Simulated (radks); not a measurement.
The numbers below are computed, except where a source is named.
Species: Pb58+. Configuration: [Ar] 3d6. Code: a radial shooting solver on a logarithmic mesh with Libxc functionals. Model: Dirac Kohn-Sham, PBE, spin-unpolarised, spherical densities, point nucleus; open shells are shared between the two j in proportion to 2j + 1.

Unscreened Slater integrals over Kohn-Sham orbitals (cm^-1). Large and small components are both included. Empty in this configuration: 4s1/2.

integral           value
F0(3d5/2,3d5/2)  1305400
F2(3d5/2,3d5/2)   674930
F4(3d5/2,3d5/2)   436630
F0(3d5/2,3d3/2)  1323900
F2(3d5/2,3d3/2)   680420
G2(3d5/2,3d3/2)   664010
G4(3d5/2,3d3/2)   429310
F0(3d5/2,3p3/2)  1206400
F2(3d5/2,3p3/2)   575560
G1(3d5/2,3p3/2)   599720
G3(3d5/2,3p3/2)   404540
F0(3d5/2,3p1/2)  1266700
G3(3d5/2,3p1/2)   450670
F0(3d5/2,4s1/2)   758150
G2(3d5/2,4s1/2)    73848
F0(3d3/2,3d3/2)  1343500
F2(3d3/2,3d3/2)   687300
F0(3d3/2,3p3/2)  1220700
F2(3d3/2,3p3/2)   572930
G1(3d3/2,3p3/2)   585320
G3(3d3/2,3p3/2)   394630
F0(3d3/2,3p1/2)  1283600
G1(3d3/2,3p1/2)   689920
F0(3d3/2,4s1/2)   762490
G2(3d3/2,4s1/2)    72934
F0(3p3/2,3p3/2)  1149700
F2(3p3/2,3p3/2)   571310
F0(3p3/2,3p1/2)  1197900
G2(3p3/2,3p1/2)   570720
F0(3p3/2,4s1/2)   741570
G1(3p3/2,4s1/2)    78431
F0(3p1/2,3p1/2)  1256000
F0(3p1/2,4s1/2)   755430
G1(3p1/2,4s1/2)    79503
F0(4s1/2,4s1/2)   607610
